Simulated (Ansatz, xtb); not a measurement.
# Two isomers of C4H4BFS

Structure X is `Bc1sccc1F`, a singlet and structure Y is `Bc1csc(F)c1`, a singlet. Both are isolated molecules in the gas phase, relaxed with B3LYP-D3(BJ)/def2-SVP; the shapes shown needn't be the lowest conformers.

X (Å):

```xyz
11

C     0.4786    1.2858   -0.6943
C     1.8284   -0.6616   -1.5317
C     2.2651    0.5292   -2.0745
C     1.4942    1.6120   -1.5918
B    -0.5175    2.1906    0.0033
F     1.7335    2.8591   -1.9781
S     0.5068   -0.4520   -0.4583
H    -1.3358    1.7251    0.7568
H    -0.4872    3.3773   -0.1993
H     2.2352   -1.6543   -1.7235
H     3.0893    0.6352   -2.7793
```

Y (Å):

```
atom    x (Å)    y (Å)    z (Å)
   C   0.7238   0.8817  -0.8616
   C   1.8710   0.1803  -0.5157
   C   2.2972   1.8184  -2.2998
   C   0.9947   1.8389  -1.9112
   B  -0.6228   0.6247  -0.1795
   F   2.8813   2.5599  -3.2304
   S   3.2605   0.6462  -1.4218
   H  -0.7014  -0.2115   0.6876
   H  -1.6059   1.2482  -0.4985
   H   1.9586  -0.5985   0.2412
   H   0.2515   2.5050  -2.3487
```

Energies in hartree; the thermal terms are from GFN2-xTB frequencies at re-optimised GFN2-xTB minima (ideal gas, soft modes damped towards free rotors, one conformer each, 298.15 K, 1 atm) and include the zero-point energy:

```
                              X           Y
E, CCSD(T)/def2-SVP  −676.070954  −676.057079
    E, MP2/def2-SVP  −675.991754  −675.976745
  E, MP2/def2-TZVPP  −676.687647  −676.673123
  zero-point energy     0.067841     0.067692
       H(298 K) − E     0.075496     0.075403
       G(298 K) − E     0.037131     0.036902
```

Task: Correct the CCSD(T) difference for the basis set by the MP2 change, then work out ΔE, ΔE₀, ΔH and ΔG for X → Y in kJ/mol (1 Eh = 2625.50 kJ/mol) and the equilibrium ratio [Y]/[X].

Result: 1. Differences Y − X: CCSD(T) +0.013875, MP2 in the small set +0.015009, MP2 in the large set +0.014524 Eh.
2. ΔE = +0.013875 + (+0.014524 − (+0.015009)) = +0.013390 Eh = +35.16 kJ/mol.
3. ΔE₀ = ΔE + ΔZPE = +0.013390 + (−0.000149) Eh = +34.76 kJ/mol.
4. ΔH = ΔE + (−0.000093) Eh = +34.91 kJ/mol.
5. ΔG = ΔE + (−0.000229) Eh = +34.55 kJ/mol, so ΔS = (ΔH − ΔG)/T = +1.2 J/(mol K).
6. kT = 0.9442 mEh, so K = [Y]/[X] = exp(−ΔG/kT) = exp(−13.94) ≈ 8.8 × 10^−7.

Structure X is favoured at this temperature. An error of 4 kJ/mol in ΔG would change K by a factor of 5. Mirror images and further conformers aren't counted.

As drawn, both hold the same kinds of bond in the same numbers.

Other levels gave ΔE = +20.9 (GFN2-xTB); +16.8 (HF/STO-3G, GFN2-xTB geometries); +43.1 (r2SCAN-D4/def2-SVP, GFN2-xTB geometries); +38.9 (B3LYP-D3(BJ)/def2-SVP); +37.9 (HF/def2-SVP); +39.4 (MP2/def2-SVP); +36.4 (CCSD(T)/def2-SVP) kJ/mol. The correlated steps freeze 11 core orbitals. Programs: Ansatz 0.2.0, xtb 6.7.1.
